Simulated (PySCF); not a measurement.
C7H14O2, singlet, geometry from GFN2-xTB; TPSSH/STO-3G in PySCF.

PySCF was given this input:
```python
from pyscf import gto, scf, dft

mol = gto.Mole()
mol.atom = '''
    C    -2.323065    1.070325    0.642516
    C    -1.874877   -0.272968    0.076691
    C    -2.813503   -0.785062   -1.005753
    O    -0.574226   -0.133431   -0.521581
    C     0.489314   -0.229746    0.276709
    O     0.432895   -0.453883    1.457639
    C     1.769851    0.014074   -0.503137
    C     2.876281   -0.905930    0.002221
    C     2.145395    1.486884   -0.313455
    H    -3.310612    0.974197    1.084484
    H    -1.626552    1.400503    1.409494
    H    -2.357609    1.815345   -0.149372
    H    -1.790149   -1.002561    0.892681
    H    -3.806261   -0.935006   -0.591537
    H    -2.870584   -0.063826   -1.816973
    H    -2.450128   -1.728511   -1.404580
    H     1.564535   -0.173027   -1.560626
    H     2.631959   -1.946346   -0.198897
    H     2.992425   -0.782735    1.076112
    H     3.817839   -0.667437   -0.486225
    H     1.353740    2.134857   -0.683130
    H     3.060504    1.711099   -0.856537
    H     2.305171    1.696499    0.741891
'''
mol.basis = 'sto-3g'
mol.charge = 0
mol.spin = 0
mol.verbose = 4
mol.build()

mf = dft.RKS(mol)
mf.xc = 'tpssh'
mf.kernel()
```

Output, abridged:

```
PySCF version 2.14.0

[INPUT] verbose = 4
[INPUT] num. atoms = 23
[INPUT] num. electrons = 72
[INPUT] charge = 0
[INPUT] spin (= nelec alpha-beta = 2S) = 0
[INPUT] symmetry False subgroup None
[INPUT] Mole.unit = angstrom
[INPUT] Symbol           X                Y                Z      unit          X                Y                Z       unit  Magmom
[...]
nuclear repulsion = 487.400090290931
number of shells = 41
number of NR pGTOs = 177
number of NR cGTOs = 59
basis = sto-3g
ecp = {}

******** <class 'pyscf.dft.rks.RKS'> ********
method = RKS
initial guess = minao
damping factor = 0
level_shift factor = 0
DIIS = <class 'pyscf.scf.diis.CDIIS'>
diis_start_cycle = 1
diis_space = 8
diis_damp = 0
SCF conv_tol = 1e-09
SCF conv_tol_grad = None
SCF max_cycles = 50
direct_scf = True
direct_scf_tol = 1e-13
XC library pyscf.dft.libxc version 7.1.2
    S. Lehtola, C. Steigemann, M. J. T. Oliveira, and M. A. L. Marques,  SoftwareX 7, 1–5 (2018)
XC functionals = tpssh
    V. N. Staroverov, G. E. Scuseria, J. Tao, and J. P. Perdew,  J. Chem. Phys. 119, 12129 (2003)
radial grids:
    Treutler-Ahlrichs [JCP 102, 346 (1995); DOI:10.1063/1.469408] (M4) radial grids

becke partition: Becke, JCP 88, 2547 (1988); DOI:10.1063/1.454033
pruning grids: <function nwchem_prune>
grids dens level: 3
symmetrized grids: False
atomic radii adjust function: <function treutler_atomic_radii_adjust>
small_rho_cutoff = 0
Set gradient conv threshold to 3.16228e-05
Initial guess from minao.
tot grids = 264304
init E= -421.292590108775
[...]
cycle= 1 E= -420.181058583945  delta_E= 1.11  |g|= 0.758  |ddm|= 5.86
[...]
cycle= 2 E= -419.691177325249  delta_E= 0.49  |g|=  1.6  |ddm|=  2.6
[...]
cycle= 3 E= -420.304442366817  delta_E= -0.613  |g|= 0.471  |ddm|= 2.01
[...]
cycle= 4 E= -420.364898147961  delta_E= -0.0605  |g|= 0.092  |ddm|= 0.665
[...]
cycle= 5 E= -420.367381868945  delta_E= -0.00248  |g|= 0.0202  |ddm|= 0.123
[...]
cycle= 6 E= -420.367499626272  delta_E= -0.000118  |g|= 0.00239  |ddm|= 0.0261
[...]
cycle= 7 E= -420.36750126055  delta_E= -1.63e-06  |g|= 0.000637  |ddm|= 0.00379
[...]
cycle= 8 E= -420.367501377507  delta_E= -1.17e-07  |g|= 0.000159  |ddm|= 0.000957
[...]
cycle= 9 E= -420.36750138694  delta_E= -9.43e-09  |g|= 8.14e-06  |ddm|= 0.000268
[...]
cycle= 10 E= -420.367501386965  delta_E= -2.52e-11  |g|= 1.67e-06  |ddm|= 1.42e-05
[...]
Extra cycle  E= -420.367501386967  delta_E= -1.59e-12  |g|= 1.94e-06  |ddm|= 4.42e-06
converged SCF energy = -420.367501386967
```
